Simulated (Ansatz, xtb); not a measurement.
Molecule: CBrF₂, net charge 1, singlet state. SMILES of the parent species: F[C](F)Br
Structure (B3LYP-D3(BJ)/def2-TZVP (Ansatz, an electronic-structure program) minimum search):
```xyz
4

F     -1.5580    -1.0136    -0.0206
C     -0.8547     0.0255    -0.0189
F     -1.4943     1.1047    -0.0467
Br     0.9314    -0.0278     0.0205
```
Charge +1, spin multiplicity 1.

Harmonic wavenumbers from GFN2-xTB (xtb, at its own minimum), cm⁻¹: 314, 379, 509, 664, 1293, 1430.

Q: Give the harmonic wavenumbers at B3LYP-D3(BJ)/def2-TZVP (Ansatz, finite differences of forces, unscaled).

A: 356, 420, 632, 748, 1373, 1495 cm⁻¹. Zero-point energy 7.2 kcal/mol.

Q: From these and the geometry, give the ideal-gas thermochemistry at 298.15 K and 1 atm (rigid rotor, harmonic oscillator).

A: Point group C2v, rotational symmetry number 2. Rotational constants 11.84, 3.035, 2.416 GHz. S(trans) 40.50, S(rot) 24.34, S(vib) 2.71, S(elec, spin only) 0.00, S 67.6 cal/(mol K). H(298) - H(0) 2.93 kcal/mol; G - E(el) -10.0 kcal/mol.
